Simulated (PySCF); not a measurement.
Ru(NH3)6 (H18N6Ru), SMILES [NH3]->[Ru+2](<-[NH3])(<-[NH3])(<-[NH3])(<-[NH3])<-[NH3], charge +2, multiplicity 1.

Geometry: B3LYP-D3(BJ)/def2-SVP. The multiplicity is an assumed one; other spin states were not compared. The isomer is the one that the SMILES or the coordinates give; other isomers of the formula were not compared. The def2 effective core potentials stand for the cores of Ru; spin–orbit coupling is left out.

Computed with TDA-B3LYP/def2-SVP run with PySCF 2.14.0.

Vertical excitations; the highest root listed may be one member of a degenerate set. Gas-phase values at a fixed geometry. State labels are in the subgroup C2.

Computed UV-visible absorptions:
| state | symmetry | energy (eV) | λ (nm) | f | main pairs |
|---|---|---|---|---|---|
| S1 | B | 3.10 | 400 | 0.000 | HOMO→LUMO+1 52 %, HOMO−1→LUMO+2 46 % |
| S2 | B | 3.10 | 400 | 0.000 | HOMO−2→LUMO+1, HOMO−1→LUMO+2, HOMO→LUMO+1 (degenerate set) |
| S3 | A | 3.10 | 400 | 0.000 | HOMO−2→LUMO+2, HOMO−1→LUMO+1, HOMO→LUMO+2 (degenerate set) |
| S4 | A | 3.87 | 320 | 0.000 | HOMO→LUMO+2, HOMO−1→LUMO+1 (degenerate set) |
| S5 | A | 3.87 | 320 | 0.000 | HOMO−2→LUMO+2, HOMO−1→LUMO+1, HOMO→LUMO+2 (degenerate set) |
| S6 | B | 3.87 | 320 | 0.000 | HOMO−2→LUMO+1, HOMO−1→LUMO+2, HOMO→LUMO+1 (degenerate set) |
| T1 | B | 2.53 | 491 | 0 | HOMO→LUMO+1 52 %, HOMO−1→LUMO+2 45 % |
| T2 | B | 2.53 | 490 | 0 | HOMO−2→LUMO+1 46 %, HOMO−1→LUMO+2 28 %, HOMO→LUMO+1 23 % |
Triplets are in the Tamm–Dancoff approximation.
